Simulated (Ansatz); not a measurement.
Ansatz results at the PBE0-D4/def2-TZVP geometry: HOMO–LUMO gap (ωB97M-V/def2-TZVPP) 10.47 eV; HOMO–LUMO gap (PBE/def2-TZVPP) 4.73 eV; LUMO energy (B3LYP/def2-TZVPP) 0.48 eV.

Each molecule was computed in one conformer, which needn't be the lowest.

Question: Which molecule gave them?
A. `CN(C)[Si](Cl)(N(C)C)N(C)C`
B. `O[SiH2]O`
C. `Br[Si](Br)(Br)Br`
D. `CO[Si](Cl)(OC)[Se]C`

Answer: A. The others give `CO[Si](Cl)(OC)[Se]C`: 10.72, 4.66, -0.25; `O[SiH2]O`: 13.21, 7.01, 0.16; `Br[Si](Br)(Br)Br`: 11.17, 4.89, -1.90.

B3LYP here is the variant with VWN-RPA as its local correlation; programs differ in this.
